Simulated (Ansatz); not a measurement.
The first iterations of a band of H5O2PSiSn (10 atoms, charge 0, multiplicity 1).

Level of theory: RKS r2SCANh-D4/def2-SVP (Ansatz).

```
movable images  : 5
climbing image  : yes
spring          : 5.0 eV/Å²
optimiser       : quadratic models (default)
start path      : IDPP
force threshold : 0.05 eV/Å
iteration limit : 40
end points      : relaxed
```

Image 0:

```xyz
10
Properties=species:S:1:pos:R:3
O -1.835 0.446 1.320
Si -0.827 0.345 0.014
Sn 1.420 -0.793 0.445
O -0.675 1.720 -0.945
P -1.691 0.673 -1.954
H -1.459 0.693 2.171
H 2.219 -0.034 1.755
H 1.196 -2.439 0.840
H 2.377 -0.665 -0.959
H -0.643 0.005 -2.685
```

Image 6:

```xyz
10
Properties=species:S:1:pos:R:3
O -0.988 1.821 1.008
Si -0.715 0.540 0.001
Sn 1.445 -0.756 0.430
O -0.999 0.783 -1.641
P -2.393 -0.205 -1.164
H -0.254 2.408 1.214
H 1.404 -1.505 1.965
H 1.624 -1.942 -0.781
H 2.785 0.310 0.390
H -1.825 -1.506 -1.420
```

| iteration | highest image above the first end (eV) | largest band force component (eV/Å) |
| --- | --- | --- |
| 1 | 0.097 | 1.024 |
| 2 | 0.081 | 0.689 |

Question: Does the band converge within its limit, and where does its top end?

Answer: It converged. It ended after 5 iterations with the highest image 0.022 eV above the first end. A vibrational analysis at the climbing image gives one clearly imaginary mode, 55i cm⁻¹: a first-order saddle point.

Run time: 3 min on 2 threads of Arm Neoverse V2 (shared host), peak memory 0.33 GiB.
